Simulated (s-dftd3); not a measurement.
C3H7NO (SMILES CN(C)C=O), singlet, at a GFN2-xTB geometry; D3(bj) for r2scan in s-dftd3.

Here is a job for s-dftd3.
```
$ s-dftd3 mol.xyz --bj r2scan --json dftd3.json --noedisp --grad

# file mol.xyz
12

C      1.70621980    -0.15511389     0.36234485
N      0.29519214    -0.13839517     0.08832107
C     -0.40719137    -1.38994871     0.24138838
C     -0.36824107     0.96525549    -0.29228931
O     -1.55053760     1.02463096    -0.53231672
H      2.12507724     0.83840987     0.21427357
H      1.88991505    -0.46601421     1.39467431
H      2.21531935    -0.85647680    -0.30474944
H     -1.45428085    -1.21573989     0.00086600
H      0.00269292    -2.14325488    -0.43519174
H     -0.32356301    -1.75177039     1.26867964
H      0.29807100     1.84540742    -0.36692966
```

What the program printed (banner, timings and long lists left out):

```
-----------------------------------
 s i m p l e   D F T - D 3  v1.4.0
-----------------------------------

Rational (Becke-Johnson) damping: r2scan-D3(BJ)
---------------------
  s6         1.0000
  s8         0.7898
  s9         0.0000
  a1         0.4948
  a2         5.7308
 alp        14.0000
--------------------

Dispersion energy:      -2.2978944416546E-03 Eh

Gradient norm:           8.6999944221451E-05 Eh/a0
--------------------------------------------------
     #    Z           dE/dx      dE/dy      dE/dz
--------------------------------------------------
     1    6 C     1.979E-05  1.907E-06  3.352E-06
     2    7 N    -9.117E-07  9.467E-07 -3.921E-07
     3    6 C    -1.023E-05 -1.225E-05  8.543E-07
     4    6 C    -5.550E-06  1.690E-05 -4.946E-06
     5    8 O    -3.684E-05  2.585E-05 -1.299E-05
     6    1 H     2.404E-05  1.124E-05  2.020E-06
     7    1 H     2.198E-05 -3.122E-06  1.236E-05
     8    1 H     2.459E-05 -6.260E-06 -1.291E-06
     9    1 H    -2.011E-05 -1.257E-05 -9.613E-07
    10    1 H    -4.988E-06 -2.424E-05 -3.069E-06
    11    1 H    -7.689E-06 -2.100E-05  1.104E-05
    12    1 H    -4.082E-06  2.261E-05 -5.976E-06
--------------------------------------------------

Virial:
--------------------------------------------------
      component           x          y          z
--------------------------------------------------
          x       5.186E-04 -3.584E-06  9.081E-05
          y      -3.584E-06  4.184E-04 -8.564E-05
          z       9.081E-05 -8.564E-05  8.569E-05
--------------------------------------------------

[Info] JSON dump of results written to 'dftd3.json'
```
